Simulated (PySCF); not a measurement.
From one molecule to another.

First species: C8H9PSi.
InChI=1S/C8H9PSi/c10-8-5-6-3-1-2-4-7(6)9-8/h1-5,9H,10H3

Second species: C7H10.
SMILES with atom numbers: `[CH2:1]=[CH:2][CH2:3][C:4](=[CH2:5])[CH:6]=[CH2:7]` (hydrogens: H8, H9 on C1; H10 on C2; H11, H12 on C3; H13, H14 on C5; H15 on C6; H16, H17 on C7)

Structure used (GFN2-xTB), in Å, numbered top down from 1:
```xyz
17
C7H10 angstrom
C     -1.5993   -1.4598   -1.0735
C     -1.2896   -0.2933   -0.5402
C      0.0335    0.3954   -0.7009
C      0.5394    0.9331    0.6132
C      0.5496    2.2425    0.8612
C      1.0034   -0.0060    1.6248
C      1.0284   -1.3290    1.5151
H     -2.5706   -1.9063   -0.9456
H     -0.8951   -2.0192   -1.6690
H     -2.0165    0.2486    0.0512
H      0.7625   -0.2918   -1.1349
H     -0.0967    1.2334   -1.3924
H      0.2149    2.9651    0.1358
H      0.8964    2.6392    1.8009
H      1.3568    0.4546    2.5395
H      1.3927   -1.9486    2.3171
H      0.6831   -1.8458    0.6373
```

Levels: PBE0/pcSseg-1 for dipole moment, HOMO energy, LUMO energy and HOMO–LUMO gap; GFN2-xTB for rotational constant A and rotational constant C. Geometries: GFN2-xTB. All species are isolated and taken at one optimised geometry, non-relativistic unless stated; the electronic structure was computed with PySCF and density fitting.

Dipoles, sizes and rotational constants follow the conformer. The torsions of the flexible species, by atom-mapped SMILES:
- `[CH2:1]=[CH:2][CH2:3][C:4](=[CH2:5])[CH:6]=[CH2:7]`: C1–C2–C3–C4 -135°, C2–C3–C4–C5 -108°, C3–C4–C6–C7 0°

Values for the first species:

- Dipole moment: 1.25 D
- HOMO energy: -6.70 eV
- LUMO energy: -1.41 eV
- HOMO–LUMO gap: 5.29 eV
- Rotational constant A: 2.646 GHz
- Rotational constant C: 0.500 GHz

**Question.** Estimate the same properties for the second species, and the change in each.

**Answer.** 
| property | first | second | second less first |
| --- | --- | --- | --- |
| dipole moment | 1.25 D | 0.13 D | -1.12 D |
| HOMO energy | -6.70 eV | -6.77 eV | -0.07 eV |
| LUMO energy | -1.41 eV | -0.81 eV | +0.60 eV |
| HOMO–LUMO gap | 5.29 eV | 5.96 eV | +0.67 eV |
| rotational constant A | 2.646 GHz | 3.688 GHz | +1.042 GHz |
| rotational constant C | 0.500 GHz | 1.459 GHz | +0.959 GHz |

On the first: The dipole equals about 4.2 × 10⁻³⁰ C·m (1 D = 3.33564 × 10⁻³⁰ C·m).

On the second: In atomic units the dipole is 0.05 e·bohr (1 au = 2.5417 D).
